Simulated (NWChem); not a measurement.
## HCu in NWChem

SMILES: [CuH]
```xyz
2

Cu     0.0000     0.0000     0.0488
H      0.0000     0.0000    -1.4145
```
Charge 0, spin multiplicity 1.

Everything below was run with NWChem. Structure: optimised with PBE/def2-SVP, a minimum by its harmonic frequencies.

Symmetry labels belong to the abelian group C2v used in the runs, with the axes of the coordinates shown; states degenerate in a higher group split over its labels.

B3LYP has NWChem's definition, with VWN1-RPA local correlation. The structure started from a generated list of species.

Q: List the lowest 5 singlet excitations that TD-B3LYP/def2-SVPD, VWN1-RPA local correlation gives, with oscillator strengths.

A: 
```json
[
 {"state": "1", "symmetry": "a1", "energy (eV)": "2.93", "wavelength (nm)": "423", "f": "0.050"},
 {"state": "2", "symmetry": "a1", "energy (eV)": "3.07", "wavelength (nm)": "404", "f": "0.000"},
 {"state": "3", "symmetry": "a2", "energy (eV)": "3.07", "wavelength (nm)": "404", "f": "0.000"},
 {"state": "4", "symmetry": "b1", "energy (eV)": "3.35", "wavelength (nm)": "370", "f": "0.001"},
 {"state": "5", "symmetry": "b2", "energy (eV)": "3.35", "wavelength (nm)": "370", "f": "0.001"}
]
```
